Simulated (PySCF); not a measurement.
Work out the structure from these simulated measurements.

Formula: C7H8N; charge +1.

* Triplet: lowest triplet excitation (Tamm–Dancoff): 0.90 eV [TDA B3LYP/def2-SVPD]
* Rotational structure: rotational constants A, B, C: 3.922, 1.885, 1.285 GHz [GFN2-xTB]
* 13C NMR: chemical shifts (computed TMS as zero) by class: 236.9 (1 C), 179.8 (1 C), 164.9 (1 C), 150.6 (1 C), 131.9 (1 C), 128.2 (1 C), 27.5 (1 C) ppm [GIAO PBE0/pcSseg-1]
* UV, first state: lowest singlet excitation: 1.43 eV (867 nm, f = 0.004) [TDDFT B3LYP/def2-SVPD]
* Polarisability: 88.1 au [B3LYP/def2-SVPD]
* 1H NMR: chemical shifts (computed TMS as zero) by class: 11.10 (1 H), 10.44 (2 H), 7.33 (1 H), 7.29 (1 H), 3.80 (3 H) ppm [GIAO PBE0/pcSseg-1]
* NMR, other nuclei: isotropic shieldings of nuclei other than C and H, by class: -320 (1 N) ppm [GIAO PBE0/pcSseg-1]

The electronic properties come from PySCF, for the isolated species, density fitting. Levels stand in brackets. Isolated species at its GFN2-xTB geometry, gas phase. GFN2-xTB frequencies show an imaginary mode (37i cm⁻¹), so this geometry is no minimum at that level. NMR classes are plain means over equivalent atoms (diastereotopic ones count apart unless rotation or inversion swaps them), as if these changed places fast.

Question: Give a SMILES that accounts for the data.

Answer: Numbering: `[CH2+:1][c:2]1[cH:3][cH:4][n:5][c:6]([CH3:7])[cH:8]1`. 7 carbons fall into 7 classes; from least to most shielded: carbon bonded to C and 2 H [C1] (236.9 ppm), substituted aromatic carbon [C6] (179.8 ppm), aromatic CH next to a ring nitrogen [C4] (164.9 ppm), substituted aromatic carbon [C2] (150.6 ppm), aromatic CH carbon [C8] (131.9 ppm), aromatic CH carbon [C3] (128.2 ppm), benzylic-type carbon [C7] (27.5 ppm). Hydrogen classes from least to most shielded: 1 H on an aromatic CH next to a ring nitrogen, C4 (11.10 ppm), 2 H on a carbon bonded to C and 2 H, C1 (10.44 ppm), 1 H on an aromatic CH carbon, C8 (7.33 ppm), 1 H on an aromatic CH carbon, C3 (7.29 ppm), 3 H on a benzylic-type carbon, C7 (3.80 ppm). The other shieldings belong to: -320 ppm, pyridine-type nitrogen [N5]. S1 is mainly HOMO→LUMO (weight 0.98); the largest Löwdin shares of the orbital it empties are 0.60 on the pyridine-type nitrogen, 0.10 on the aromatic CH next to a ring nitrogen, 0.09 on a substituted aromatic carbon and 0.05 on an aromatic CH carbon, of the orbital it fills 0.37 on the carbon bonded to C and 2 H, 0.14 on the pyridine-type nitrogen, 0.13 on an aromatic CH carbon and 0.11 on an aromatic CH carbon. By its constants the optimised geometry is an asymmetric top. Structure: `[CH2+]C1=CC(C)=NC=C1`. The assignments are read from this structure; whether some other isomer fits the data as well wasn't checked.
